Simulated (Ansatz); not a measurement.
Pulling on the Mg1–H2 bond in HIMg (SMILES [MgH][I]) (multiplicity 1 held, fragments rigid). Energies count from the point at 1.682 Å.
Geometry at that point (charge 0, multiplicity 1):
```xyz
3

Mg     0.00000     0.00000    -2.02828
H      0.00000     0.00000    -3.71071
I      0.00000     0.00000     0.52925
```

Signs of static correlation in def2-SVPD, with CASSCF(2,2), from Ansatz (an electronic-structure program) runs.

```
R (Å)  T1 of restricted CCSD  ⟨S²⟩ of UHF  largest double amplitude of restricted CCSD  weight of the CASSCF reference in MRCISD  CASSCF natural occupations
-----  ---------------------  -----------  -------------------------------------------  ----------------------------------------  --------------------------
1.346                  0.010        0.000                                        0.026                                     0.925                   1.97 0.03
1.514                  0.010        0.000                                        0.025                                     0.925                   1.97 0.03
1.682                  0.011        0.000                                        0.022                                     0.925                   1.97 0.03
1.851                  0.011        0.000                                        0.033                                     0.925                   1.96 0.04
2.019                  0.012        0.000                                            …                                     0.925                   1.94 0.06
2.271                  0.015        0.000                                        0.082                                     0.925                   1.91 0.09
2.524                  0.019        0.371                                        0.128                                     0.925                   1.87 0.13
2.944                  0.031        0.754                                        0.235                                     0.926                   1.75 0.25
3.365                  0.051        0.906                                        0.382                                     0.927                   1.58 0.42
3.870                  0.079        0.971                                            …                                     0.927                   1.37 0.63
4.543                  0.105        0.995                                        0.828                                     0.928                   1.17 0.83
5.384                  0.115        1.001                                        0.987                                     0.928                   1.06 0.94
```

**Question.** Fill in the missing entries.

**Answer.** 
- 2.019, largest double amplitude of restricted CCSD: 0.049
- 3.870, largest double amplitude of restricted CCSD: 0.589

Doubts at one or more of the structures used: a restricted determinant that unrestricted orbitals would lower (R-CCSD(T)/def2-SVPD); T1 above 0.05 (R-CCSD(T)/def2-SVPD, U-CCSD(T)/def2-SVPD); other coupled-cluster roots lie near (R-CCSD(T)/def2-SVPD); a spin-contaminated determinant (U-CCSD(T)/def2-SVPD).
